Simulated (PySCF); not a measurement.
CF3O2S, SMILES FC(F)(F)[S](=O)=O, multiplicity 2.

Geometry: PBE0-D3(BJ)/def2-SVP. The isomer is the one that the SMILES or the coordinates give; other isomers of the formula were not compared.

Computed with PBE/def2-TZVP (PySCF).

The molecule is in vacuum.

Task: Estimate the frontier levels, dipole moment and polarisability. (The exact figures need the calculation; the answer reports its results.)

Result: 
- α spin, highest occupied and lowest empty level: -6.79 and -1.39 eV
- β spin, highest occupied and lowest empty level: -8.47 and -5.73 eV
- dipole moment: 1.82 D
- quadrupole, principal values (traceless, Buckingham form, about the centre of nuclear charge): -4.01, -1.38, 5.39 D·Å
- mean static polarisability: 41.9 bohr³ (6.21 Å³)
- polarisability, principal values: 32.0, 46.7, 47.2 bohr³
- ⟨S²⟩: 0.753 (pure state 0.75)
